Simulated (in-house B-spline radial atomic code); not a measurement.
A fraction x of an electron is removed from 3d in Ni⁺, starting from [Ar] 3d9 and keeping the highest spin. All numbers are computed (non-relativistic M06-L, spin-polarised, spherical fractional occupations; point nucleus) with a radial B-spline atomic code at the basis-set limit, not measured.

```csv
x,E(x) - E(0) (eV),3d down level (eV)
0,0.0000,-11.925
0.09,1.1261,-13.104
0.18,2.3597,-14.317
0.25,3.3956,-15.281
0.46,6.9167,-18.280
0.5,7.6597,-18.868
0.51,7.8491,-19.016
0.66,10.8700,-21.275
0.82,14.4720,-23.765
1,19.0092,-26.665
```

The exact functional would give a straight line between the two integer points. Deviations E(x) - E(0) - x[E(1) - E(0)], in eV: -0.585 at x = 0.09, -1.062 at x = 0.18, -1.357 at x = 0.25, -1.828 at x = 0.46, -1.845 at x = 0.5, -1.846 at x = 0.51, -1.676 at x = 0.66, -1.116 at x = 0.82.

The curve lies below the straight line by up to 1.846 eV (at x = 0.51): convex, the delocalisation error that favours fractional charges.

**Question.** How well does Slater's transition state (minus the level at half occupation) give the ionisation energy?

**Answer.** It gives 18.868 eV against 19.009 eV from the two total energies; NIST lists 18.17 eV, ground level to ground level.
